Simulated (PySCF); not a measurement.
Species: C4H4FO2 (charge -1).
Geometry (GFN2-xTB, Å), atoms numbered from 1 in this order:
```
atom  x, y, z in Å
C1     1.374    0.457    0.400
C2     0.168    0.123   -0.023
C3    -0.669   -0.961    0.565
F4    -0.074   -1.630    1.635
C5    -0.528    0.859   -1.226
O6     0.126    1.767   -1.748
O7    -1.659    0.434   -1.508
H8     1.901    1.257   -0.094
H9     1.874   -0.034    1.226
H10   -1.613   -0.551    0.939
H11   -0.894   -1.719   -0.192
```

A PySCF run (density fitting, gas phase, GFN2-xTB geometry) gave HOMO 6.85 eV, LUMO 8.03 eV.

Question: Which of these levels was it?
A. PBE0/aug-pcSseg-1
B. PBE0/pcSseg-1
C. LDA/STO-3G

Answer: C. It is LDA/STO-3G. All candidates on this geometry:

```csv
level and settings,kind,basis functions,SCF cycles,E (Eh),HOMO (eV),LUMO (eV)
"LDA/STO-3G, start guess atom",LDA,39,12,-396.3484,6.85,8.03
PBE0/aug-pcSseg-1,global hybrid,218,16,-404.7173,-1.96,2.82
PBE0/pcSseg-1,global hybrid,139,15,-404.6895,-1.55,4.26
```

The nearest other candidate, by the summed differences of HOMO and LUMO, is PBE0/pcSseg-1: its HOMO differs by -8.40 eV and its LUMO by -3.77 eV. Cycle counts include a coarse-grid stage where the run had one. The HOMO energy is positive at LDA/STO-3G; such an orbital is held in place by the finite basis.
